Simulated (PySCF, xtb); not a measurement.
C₂H₇ClFNSi, SMILES CC[Si@](N)(F)Cl.

GFN2-xTB (xtb) at its own geometry gives an orbital gap of 7.09 eV and a dipole moment of 2.89 D.

Coordinates come from a PBE-D3(BJ)/def2-SVP optimisation. The structure was generated by enumeration; whether it is a known compound was not checked. Other conformers were not sampled.

Problem. What does PBE/def2-TZVP run with PySCF give? (Estimate from the structure and the level; the computed values follow.)

Solution. gap 6.33 eV (levels -6.64 and -0.31 eV), dipole 2.52 D.
